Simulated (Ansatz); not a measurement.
Ansatz (a quantum-chemistry and plane-wave program) input (B3LYP/def2-TZVPD):

Ansatz 0.2 input:
```yaml
crystal:
  periodic: [false, false, false]
  atoms:
    - {symbol: Ta, position_ang: [-0.00000000, -0.00000000, -0.16725400]}
    - {symbol: O, position_ang: [0.00000000, 0.00000000, 1.52619274]}
basis:
  gaussian:
    orbitals: def2-TZVPD
hamiltonian:
  xc: {name: B3LYP}
magnetization: {spin_polarized: true, initial_magnetization: 1}
output: {forces: true}
```

Output:

```
Functional definition: B3LYP
integrals: 0.02 GiB planned
583 factors; their error is unknown
mean field: 0.25 GiB planned
mean field evaluation 1: about -3587.9172 eV, gradient 5.4e1 eV
mean field evaluation 2: about -3389.7671 eV, gradient 1.7e2 eV
mean field evaluation 4: about -3598.4633 eV, gradient 6.0e0 eV
mean field evaluation 8: about -3598.6369 eV, gradient 8.8e-2 eV
mean field evaluation 16: about -3598.6486 eV, gradient 2.9e-5 eV
mean field evaluation 32: about -3597.6901 eV, gradient 4.5e0 eV
mean field -3598.64859140 eV, -132.2478964821 hartree, gradient 2.9e-6 eV, S^2 0.760282; 4 other end points of the search recorded, 0 dependent functions left out
the calculation of the forces begins
reference -3598.64876739 eV, -132.2479029497 hartree; 11, 10 occupied and 72, 73 virtual orbitals, 583 factors
Total energy: -3598.64876739 eV, -132.2479029497 hartree
Atom 0 at    -0.000000    -0.000000    -0.167254 Å, force     0.000000    -0.000000    -0.040927 eV/Å
Atom 1 at     0.000000     0.000000     1.526193 Å, force    -0.000000     0.000000     0.040927 eV/Å
Dipole moment:    -0.000000     0.000000    -0.610113 e Å
```

The spin state was set by rule; other spins were not relaxed.
